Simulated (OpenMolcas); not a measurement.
# Yb3+ in cubic eightfold coordination: ligands and hosts compared

```
Program             : OpenMolcas 26.06
Method              : CASSCF
Active space        : 13 electrons in 7 orbitals (4f)
Spin-orbit coupling : RASSI with atomic mean-field integrals over the reference wave functions
```

Distances were set from a Shannon-type radius of the metal (high-spin where two are listed) plus a fixed donor radius (Cl 1.76, F 1.31 Å), in hosts weighted 0.65 to 0.35 with the host's distance in the model lattice. Anionic complexes are neutralised by point charges, and hosts are embedded clusters. Ligand basis ANO-RCC-VDZP. States (labels of O, the rotations of Oh). Energies in cm-1 above the lowest state or level, χT in cm3 K/mol.

| Ligand or host | R (Å) | Metal basis | Outer charge (e at Å behind ligand) | Ground state | First state of that spin | First gap with spin-orbit (degeneracies) | Width of lowest J | χT at 300 K |
| --- | --- | --- | --- | --- | --- | --- | --- | --- |
| Cl | 2.75 | ANO-RCC-VDZP | 0.62 at 2.4 | 2A2 | 2T1 288.0 | 159.6 (2, 2) | 171 | 2.520 |
| SrF2 | 2.37 | ANO-RCC-VDZP |  | 2A2 | 2T2 502.8 | 301.1 (2, 4) | 305 | 2.415 |
| F | 2.29 | ANO-RCC-VDZP | 0.62 at 2.4 | 2A2 | 2T1 543.8 | 324.8 (2, 4) | 326 | 2.390 |
| CaF2 | 2.32 | ANO-RCC-VDZP |  | 2A2 | 2T1 619.0 | 369.5 (2, 2) | 370 | 2.340 |

The rows also differ in their outer charges, so part of each step comes from that.

The width of the lowest J multiplet rises in the order Cl < SrF2 < F < CaF2, by a factor of 2.16 from first to last.

Without dynamic correlation the ligand-field splitting of an f shell can come out too small, at times by half. No measured value stands beside these numbers; the geometry is a model, was not optimised and need not be the one that this ion takes.
